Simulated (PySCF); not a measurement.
W(S)2(NH2)(SH) (H3NS3W), SMILES [NH2][W](=[S])(=[S])[SH], multiplicity 1. The structure is a stationary point at PBE-D3(BJ)/def2-SVP. The spin state was assumed, not searched. The structure was generated by enumeration; whether it is a known compound was not checked. The def2 effective core potentials stand for the cores of W; spin–orbit coupling is left out. One conformer was computed; it need not be the lowest.

The numbers are results of PBE-D3(BJ)/def2-SVP (PySCF 2.14.0), not measurements.

Harmonic wavenumbers (cm⁻¹): 121, 130, 154, 169, 190, 258, 346, 373, 483, 522, 525, 598, 633, 692, 1444, 2584, 3460, 3563. Rotational constants (GHz): 1.590, 1.499, 1.173; symmetry number 1.

Q: Work out the zero-point energy and the ideal-gas rigid-rotor harmonic-oscillator thermochemistry at 298.15 K and 1 atm.

A: ZPE = ½ Σ hcν = ½ × 16245 cm⁻¹ = 23.22 kcal/mol. H − E(el) = 29.01 kcal/mol. Entropy in cal/(mol K): translation 42.96, rotation 29.13, vibration 20.33, total 92.43. G − E(el) = 1.46 kcal/mol. Cp = 28.91 cal/(mol K). Modes under 150 cm⁻¹ make the vibrational entropy uncertain.
